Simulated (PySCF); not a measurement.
Cartesian coordinates (Å):
```xyz
9

Hf     0.1252     0.1332    -0.0842
F      0.1294    -1.6643     0.5878
F      1.8949     0.8673     0.0246
F     -0.4652     0.1389    -1.9100
O     -1.0639     1.1962     0.9661
C     -1.9306     1.9734     1.7384
H     -2.1671     1.4619     2.6868
H     -2.8737     2.1553     1.1958
H     -1.4701     2.9481     1.9734
```
Charge 0, spin multiplicity 1.

Task: Predict the dipole moment, total energy and LUMO from TPSSh-D3(BJ)/def2-TZVP // r2SCAN-D4/def2-SVP (PySCF).

Result: 
The dipole moment is 2.82 D, the total energy is -463.1855 Ha and the LUMO is -0.73 eV.
